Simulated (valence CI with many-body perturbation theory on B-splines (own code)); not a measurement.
**E1 transitions of Re LXVIII**

Level of theory: valence CI with perturbative core correlation (CI+MBPT): six valence electrons over a frozen Dirac-Fock core [He], a basis of 9 s, 9 p, 8 d, 6 f, 3 g, 1 h functions for each j, with the one-electron correlation potential Σ1, the two-electron term Σ2, the three-electron term Σ3, Breit, model QED; selected CI, second order for the rest, scaled by the run's own slope (own B-spline code, finite nucleus).

No measured spectrum was set against this ion. As an estimate, large intervals hold to a few tenths of a per cent, small ones and those within an open d or f shell to about a per cent. Among the levels kept, up to 2100 cm⁻¹ of a level comes from second order outside the variational space, and about a tenth of that is noise between levels of different J, which matters for small intervals.

Lines 51 to 100 of 207 in falling wavelength, among levels below 10965 eV, chosen from the strongest by gf and those to the six lowest levels. Wavelengths and rates use the calculated energies. Electric multipoles are in the length gauge with retardation, E1 and E2 with the static RPA response of the core. Weak lines are less certain than strong ones. Lines between different terms over intervals too small for the method are left out, as are lines whose strength nearly cancels. The highest levels of a list are the least certain.

Levels are named by their leading jj configuration (3d3/2^4 stands for four electrons in 3d with j = 3/2), which in mixed levels can hold well under half, so a name can repeat and another be missing. Letters in brackets count levels of one name in rising energy.

```csv
λ vac (nm),Upper,Lower,A (s⁻¹),log gf,Branch %
2.710,(2s 2p1/2^2 2p3/2^2 3s) J=2 [b],(2s^2 2p1/2 2p3/2^2 3s) J=3,4.96e+10,-1.56,0.1
2.568,(2s 2p1/2^2 2p3/2^3) J=1,(2s^2 2p1/2 2p3/2^3) J=2,1.20e+11,-1.45,0.4
2.533,(2p1/2^2 2p3/2^4) J=0,(2s 2p1/2 2p3/2^4) J=1,4.12e+11,-1.40,0.9
2.472,(2s 2p1/2^2 2p3/2^3) J=1,(2s^2 2p1/2 2p3/2^3) J=1,3.27e+10,-2.05,0.1
2.392,(2s^2 2p1/2 2p3/2^2 3p3/2) J=3 [a],(2s^2 2p1/2 2p3/2^2 3s) J=2 [b],2.80e+10,-1.78,0.9
2.375,(2s^2 2p1/2 2p3/2^2 3p3/2) J=2,(2s^2 2p1/2 2p3/2^2 3s) J=2 [b],4.09e+10,-1.76,0.6
2.335,(2s^2 2p1/2 2p3/2^2 3p3/2) J=2,(2s^2 2p1/2 2p3/2^2 3s) J=3,3.99e+10,-1.79,0.5
2.315,(2s^2 2p1/2 2p3/2^2 3p3/2) J=1,(2s^2 2p1/2 2p3/2^2 3s) J=2 [b],9.89e+11,-0.62,11.9
2.298,(2s^2 2p1/2 2p3/2^2 3p3/2) J=0,(2s^2 2p1/2 2p3/2^2 3s) J=1 [a],1.59e+12,-0.90,43.9
2.291,(2s^2 2p1/2 2p3/2^2 3p3/2) J=3 [b],(2s^2 2p1/2 2p3/2^2 3s) J=2 [b],7.16e+11,-0.40,21.3
2.288,(2s^2 2p1/2^2 2p3/2 3p3/2) J=1,(2s^2 2p1/2^2 2p3/2 3s) J=1,1.34e+12,-0.50,45.9
2.283,(2s^2 2p1/2 2p3/2^2 3p3/2) J=2,(2s^2 2p1/2 2p3/2^2 3s) J=1 [a],8.08e+11,-0.50,11.1
2.264,(2s^2 2p1/2^2 2p3/2 3d3/2) J=2,(2s^2 2p1/2^2 2p3/2 3p1/2) J=2,5.70e+11,-0.66,0.4
2.258,(2s^2 2p1/2^2 2p3/2 3d3/2) J=2,(2s^2 2p1/2^2 2p3/2 3p1/2) J=1,5.93e+11,-0.64,0.4
2.256,(2s^2 2p1/2 2p3/2^2 3p3/2) J=4,(2s^2 2p1/2 2p3/2^2 3s) J=3,1.72e+12,0.07,46.8
2.254,(2s^2 2p1/2 2p3/2^2 3p3/2) J=3 [b],(2s^2 2p1/2 2p3/2^2 3s) J=3,9.65e+11,-0.29,28.7
2.251,(2s^2 2p1/2^2 2p3/2 3p3/2) J=3,(2s^2 2p1/2^2 2p3/2 3s) J=2,1.73e+12,-0.04,59.8
2.249,(2s^2 2p1/2^2 2p3/2 3p3/2) J=1,(2s^2 2p1/2^2 2p3/2 3s) J=2,3.03e+11,-1.16,10.4
2.246,(2s^2 2p1/2 2p3/2^2 3p3/2) J=3 [a],(2s^2 2p1/2 2p3/2^2 3s) J=2 [a],1.77e+12,-0.03,54.3
2.232,(2s^2 2p1/2 2p3/2^2 3p3/2) J=2,(2s^2 2p1/2 2p3/2^2 3s) J=2 [a],8.80e+11,-0.48,12.1
2.230,(2s^2 2p1/2^2 2p3/2 3d3/2) J=3,(2s^2 2p1/2^2 2p3/2 3p1/2) J=2,1.21e+12,-0.20,3.6
2.227,(2s^2 2p1/2 2p3/2^2 3p3/2) J=1,(2s^2 2p1/2 2p3/2^2 3s) J=1 [a],6.14e+11,-0.86,7.4
2.215,(2s^2 2p1/2^2 2p3/2 3d3/2) J=1,(2s^2 2p1/2^2 2p3/2 3p1/2) J=2,2.22e+11,-1.31,0.1
2.209,(2s^2 2p1/2^2 2p3/2 3d3/2) J=1,(2s^2 2p1/2^2 2p3/2 3p1/2) J=1,1.03e+12,-0.65,0.2
2.193,(2s^2 2p1/2^2 2p3/2 3d3/2) J=0,(2s^2 2p1/2^2 2p3/2 3p1/2) J=1,1.28e+12,-1.04,95.5
2.178,(2s^2 2p1/2 2p3/2^2 3p3/2) J=1,(2s^2 2p1/2 2p3/2^2 3s) J=2 [a],6.61e+10,-1.85,0.8
2.170,(2s^2 2p1/2^2 2p3/2 3p3/2) J=2,(2s^2 2p1/2^2 2p3/2 3s) J=1,1.02e+12,-0.44,38.0
2.157,(2s^2 2p1/2 2p3/2^2 3p3/2) J=3 [b],(2s^2 2p1/2 2p3/2^2 3s) J=2 [a],3.10e+10,-1.82,0.9
2.135,(2s^2 2p1/2^2 2p3/2 3p3/2) J=2,(2s^2 2p1/2^2 2p3/2 3s) J=2,9.98e+11,-0.47,37.3
2.072,(2s^2 2p1/2^2 2p3/2 3p3/2) J=0,(2s^2 2p1/2^2 2p3/2 3s) J=1,2.31e+12,-0.83,40.8
1.201,(2s^2 2p3/2^4) J=0,(2s 2p1/2^2 2p3/2^3) J=1,4.99e+10,-2.97,43.9
0.6783,(2s 2p1/2^2 2p3/2^2 3s) J=3,(2s^2 2p1/2^2 2p3/2 3s) J=2,3.44e+12,-0.78,8.0
0.6758,(2s 2p1/2^2 2p3/2^2 3p1/2) J=2 [a],(2s^2 2p1/2^2 2p3/2 3p1/2) J=2,3.88e+11,-1.88,0.2
0.6753,(2s 2p1/2^2 2p3/2^2 3p1/2) J=3,(2s^2 2p1/2^2 2p3/2 3p1/2) J=2,3.32e+12,-0.80,0.6
0.6753,(2s 2p1/2^2 2p3/2^2 3p1/2) J=2 [a],(2s^2 2p1/2^2 2p3/2 3p1/2) J=1,3.05e+12,-0.98,1.4
0.6703,(2s 2p1/2^2 2p3/2^2 3s) J=2 [a],(2s^2 2p1/2^2 2p3/2 3s) J=1,1.90e+12,-1.19,0.8
0.6670,(2s 2p1/2^2 2p3/2^2 3s) J=2 [a],(2s^2 2p1/2^2 2p3/2 3s) J=2,2.09e+12,-1.16,0.8
0.6509,(2s 2p1/2^2 2p3/2^3) J=2,(2s^2 2p1/2^2 2p3/2^2) J=2,1.14e+13,-0.44,99.2
0.6468,(2s 2p1/2 2p3/2^4) J=0,(2s^2 2p1/2 2p3/2^3) J=1,2.27e+13,-0.85,99.9
0.6430,(2s 2p1/2^2 2p3/2^3) J=1,(2s^2 2p1/2^2 2p3/2^2) J=0,7.26e+12,-0.87,25.6
0.6422,(2s 2p1/2^2 2p3/2^2 3s) J=1 [a],(2s^2 2p1/2^2 2p3/2 3s) J=1,1.46e+12,-1.57,1.1
0.6401,(2s 2p1/2 2p3/2^4) J=1,(2s^2 2p1/2 2p3/2^3) J=2,2.07e+13,-0.42,83.9
0.6398,(2s 2p1/2^2 2p3/2^2 3s) J=1 [b],(2s^2 2p1/2^2 2p3/2 3s) J=1,1.97e+13,-0.44,7.3
0.6391,(2s 2p1/2^2 2p3/2^2 3s) J=1 [a],(2s^2 2p1/2^2 2p3/2 3s) J=2,1.10e+13,-0.69,8.2
0.6381,(2s 2p1/2^2 2p3/2^2 3p1/2) J=1 [b],(2s^2 2p1/2^2 2p3/2 3p1/2) J=2,1.43e+13,-0.58,2.4
0.6379,(2p1/2^2 2p3/2^4) J=0,(2s 2p1/2^2 2p3/2^3) J=1,4.59e+13,-0.55,99.1
0.6377,(2s 2p1/2^2 2p3/2^2 3p1/2) J=1 [a],(2s^2 2p1/2^2 2p3/2 3p1/2) J=1,1.86e+13,-0.47,2.8
0.6377,(2s 2p1/2^2 2p3/2^2 3p1/2) J=1 [b],(2s^2 2p1/2^2 2p3/2 3p1/2) J=1,2.37e+12,-1.36,0.4
0.6375,(2s 2p1/2^2 2p3/2^2 3s) J=2 [b],(2s^2 2p1/2^2 2p3/2 3s) J=1,3.02e+12,-1.04,4.8
0.6375,(2s 2p1/2^2 2p3/2^2 3p1/2) J=2 [b],(2s^2 2p1/2^2 2p3/2 3p1/2) J=2,2.06e+13,-0.20,4.9
```

**Question.** How does gf follow from A for the line at 2.251 nm?

**Answer.** gf = 1.4992 × (2J+1)_upper × A / σ², with σ = 4441627 cm⁻¹ and 2J+1 = 7: gf = 0.921.
